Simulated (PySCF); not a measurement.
## Copper: a sound run and one with changed settings

Sound run: Cu [Ar] 3d10 4s1, Cu⁺ [Ar] 3d10. Computed with PySCF 2.14 in x2c-TZVPall (6s5p4d1f, 48 functions), with the spin-free X2C one-electron Hamiltonian (Gaussian nucleus). In the sound run the correlated levels freeze [Ar]. The sound run starts from symmetry-adapted Hartree-Fock orbitals and uses a fine grid where one is needed.

Changed run: no relativity, point nucleus. This setting is unsound on purpose.

| species | method | sound run (hartree) | changed run (hartree) | converged |
| --- | --- | --- | --- | --- |
| Cu | UHF | -1653.13268 | -1633.44610 | yes |
| Cu | BP86 | -1655.04459 | -1635.36435 | yes |
| Cu | PBE0 | -1654.50753 | -1634.82638 | yes |
| Cu | MP2 | -1653.54166 | -1633.84696 | yes |
| Cu | CCSD(T) | -1653.50023 | -1633.80723 | yes |
| Cu⁺ | UHF | -1652.89021 | -1633.21178 | yes |
| Cu⁺ | BP86 | -1654.72983 | -1635.06220 | yes |
| Cu⁺ | PBE0 | -1654.21390 | -1634.54421 | yes |
| Cu⁺ | MP2 | -1653.27006 | -1633.58649 | yes |
| Cu⁺ | CCSD(T) | -1653.22874 | -1633.54645 | yes |

Ionisation energy of Cu:

| method | sound run (eV) | changed run (eV) |
| --- | --- | --- |
| UHF | 6.598 | 6.376 |
| BP86 | 8.565 | 8.222 |
| PBE0 | 7.990 | 7.678 |
| MP2 | 7.390 | 7.088 |
| SCS-MP2 | 7.262 | 6.972 |
| CCSD | 7.274 | 6.993 |
| CCSD(T) | 7.388 | 7.096 |

Most of the change in total energy is the relativistic energy itself. On top of that the contraction fixes the core shape for the Hamiltonian it was made with, so the changed run is not a good calculation with the other Hamiltonian either.

For comparison, NIST gives 7.726 eV between the lowest levels.
